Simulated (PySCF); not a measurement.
Ge(NH2)4, H₈GeN₄, SMILES [NH2][Ge]([NH2])([NH2])[NH2], CAM-B3LYP/def2-SVP optimised geometry.

```
13

N      1.39    -0.72     0.00
Ge    -0.43    -0.72     0.00
N     -0.85    -1.83    -1.38
N     -0.85     1.06     0.00
N     -1.42    -1.38     1.38
H      1.84    -1.63    -0.02
H      1.84    -0.13     0.69
H     -1.84    -1.99    -1.55
H     -0.38    -1.65    -2.26
H     -1.84     1.29     0.02
H     -0.38     1.63    -0.70
H     -1.35    -0.88     2.26
H     -1.35    -2.38     1.54
```

Density from CAM-B3LYP/def2-TZVP in PySCF at that geometry.

Minimum of the electron density along straight lines between bonded atoms, close to the bond critical point (lines longer than 1.1 times the sum of covalent radii, or with two minima, are not listed):

| bond | length / Å | ρ at the minimum / e bohr⁻³ | ∇²ρ there / e bohr⁻⁵ | position (fraction from the first atom) |
|---|---|---|---|---|
| N1–Ge2 | 1.824 | 0.144 | 0.45 | 0.53 |
| Ge2–N3 | 1.824 | 0.144 | 0.45 | 0.47 |
| Ge2–N4 | 1.824 | 0.144 | 0.45 | 0.47 |
| Ge2–N5 | 1.824 | 0.144 | 0.45 | 0.47 |
| N1–H6 | 1.016 | 0.331 | -1.57 | 0.73 |
| N1–H7 | 1.016 | 0.331 | -1.57 | 0.73 |
| N3–H8 | 1.016 | 0.331 | -1.57 | 0.73 |
| N3–H9 | 1.016 | 0.331 | -1.57 | 0.73 |
| N4–H10 | 1.016 | 0.331 | -1.57 | 0.73 |
| N4–H11 | 1.016 | 0.331 | -1.57 | 0.73 |
| N5–H12 | 1.016 | 0.331 | -1.57 | 0.73 |
| N5–H13 | 1.016 | 0.331 | -1.57 | 0.73 |
